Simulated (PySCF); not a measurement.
Compound: 4-(trifluoromethyl)benzaldehyde, C8H5F3O.
Bonds: O1–C2 (double), C2–C3, C3–C4 (aromatic), C4–C5 (aromatic), C5–C6 (aromatic), C6–C7, C7–F8, C7–F9, C7–F10, C6–C11 (aromatic), C11–C12 (aromatic), C3–C12 (aromatic). Hydrogens: H13 on C2; H14 on C4; H15 on C5; H16 on C11; H17 on C12.

Method: PBE0-D3(BJ)/def2-SVP geometry optimisation, gas phase (PySCF 2.14.0).

Problem. What internal coordinates does the optimisation give?

Solution. 
```csv
bond,length (pm)
O1=C2,120.4
C2–C3,148.3
"C3–C4, C3–C12",139.9
"C4–C5, C11–C12",138.9
"C5–C6, C6–C11",139.7
C6–C7,150.6
"C7–F8, C7–F9, C7–F10",133.5
C2–H13,112.0
"C4–H14, C12–H17",109.3
"C5–H15, C11–H16",109.1
```

Bonds in one row agree within 1 pm and their mean is given. A selection of angles:
```csv
angle,degrees
O1–C2–C3,124.3
C2–C3–C4,120.0
C4–C3–C12,120.1
C3–C4–C5,120.2
C4–C5–C6,119.4
C5–C6–C7,120.3
C5–C6–C11,120.7
C6–C7–F8,111.0
F8–C7–F9,107.1
```

Dihedral angles: O1–C2–C3–C4 180° (antiperiplanar); C5–C6–C7–F8 -104° (anticlinal). The mirror-image conformer, all signs reversed, is as good.

The 6-membered ring C3–C4–C5–C6–C11–C12 has internal angles of 119.4° to 120.7° (sum 720°, against 720° for a flat polygon); it is planar, 0.00 Å rms from its mean plane, widest ring torsion 0°. Of the pairs four or more bonds apart, F10···H15 is among the closest relative to their van der Waals radii: 2.39 Å, 89 % of the sum of Bondi's values. All 3 C–F bonds measure 1.335 to 1.337 Å. The C–C distances run from 1.387 Å (C11–C12, aromatic) to 1.506 Å (C6–C7, drawn single), a spread of 0.119 Å.

Point group: C1 (no symmetry element, even within 0.4 Å). Stationary, but not proved a minimum. The numbers are those of one conformer.
